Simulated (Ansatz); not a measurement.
Isolated molecules relaxed with PBE0-D4/def2-TZVP in Ansatz; ΔE leaves out vibrations. CCSD(T)/CBS adds triple-zeta CCSD(T) − MP2 to the extrapolated MP2 energy (def2 sets, frozen cores). This one scheme is used for every species. DFT in def2-TZVPP. Each species was taken in one conformer, which may not be the lowest.

`BC(=O)OC` + `COCN` → `BOCN` + `COC(C)=O`  (formal exchange of groups at a B–C bond)

```json
{"level": "r2SCAN-D4", "ΔE (kJ/mol)": "-216.1", "difference from CCSD(T)/CBS": "3.8"}
{"level": "ωB97X-V", "ΔE (kJ/mol)": "-216.9", "difference from CCSD(T)/CBS": "3.0"}
{"level": "B2PLYP", "ΔE (kJ/mol)": "-219.1", "difference from CCSD(T)/CBS": "0.8"}
{"level": "PBE", "ΔE (kJ/mol)": "-209.1", "difference from CCSD(T)/CBS": "10.8"}
{"level": "r2SCAN", "ΔE (kJ/mol)": "-216.2", "difference from CCSD(T)/CBS": "3.7"}
{"level": "PBE0", "ΔE (kJ/mol)": "-217.1", "difference from CCSD(T)/CBS": "2.8"}
{"level": "HF/def2-TZVPP", "ΔE (kJ/mol)": "-222.1", "difference from CCSD(T)/CBS": "-2.2"}
{"level": "MP2/def2-TZVPP", "ΔE (kJ/mol)": "-225.8", "difference from CCSD(T)/CBS": "-5.9"}
{"level": "SCS-MP2/def2-TZVPP", "ΔE (kJ/mol)": "-222.1", "difference from CCSD(T)/CBS": "-2.2"}
{"level": "CCSD/CBS(def2)", "ΔE (kJ/mol)": "-221.0", "difference from CCSD(T)/CBS": "-1.1"}
{"level": "CCSD(T)/CBS", "ΔE (kJ/mol)": "-219.9", "difference from CCSD(T)/CBS": "0"}
```

Largest T1 diagnostic among the species: 0.018.

From PBE to PBE0 (25 % exact exchange), in def2-TZVPP and without D4, ΔE moves by −8.1 kJ/mol.
